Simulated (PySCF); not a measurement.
# [Pb(SH)3]−: from a saddle point downhill

PySCF 2.14.0, RKS PBE, Pb def2-SVP with ECP60, S def2-SVP, H def2-SVP; non-relativistic Hamiltonian with scalar-relativistic core potentials where named; density fitting; no spin-orbit coupling. Relaxed within the symmetry of its start, the geometry (C3v) is

```xyz
7

Pb    0.0000    0.0000    0.4026
S     2.3792    0.0000   -0.8837
H     2.9798    0.0000    0.3419
S    -1.1896    2.0605   -0.8837
H    -1.4899    2.5806    0.3419
S    -1.1896   -2.0605   -0.8837
H    -1.4899   -2.5806    0.3419
```

and its lowest harmonic modes are -177, -134, -134, 83, 93, 93 cm⁻¹ (negative: unstable). It was moved along the lowest mode and relaxed again, within the group C3 that the move left.

**Question.** Where does it end, and how much lower?

**Answer.** In C3, 0.071 eV lower, after 13 steps:
```xyz
7

Pb    0.0000    0.0000    0.6034
S     2.3357   -0.3755   -0.7083
H     2.9458    0.5406    0.0996
S    -0.8426    2.2105   -0.7083
H    -1.9411    2.2809    0.0996
S    -1.4931   -1.8350   -0.7083
H    -1.0048   -2.8215    0.0996
```

**Question.** How do the contacts change?

**Answer.** 
```
    contact  saddle (Å)  end (Å)
Pb1–S2 (SH)       2.705    2.705
Pb1–S4 (SH)       2.705    2.705
Pb1–S6 (SH)       2.705    2.705
```


**Question.** Is the end a minimum?

**Answer.** Yes, as far as the noise of the softest modes lets one tell (those above −25 cm⁻¹ count as noise); lowest modes 32, 32, 81, 95, 95, 146 cm⁻¹.

State: singlet.
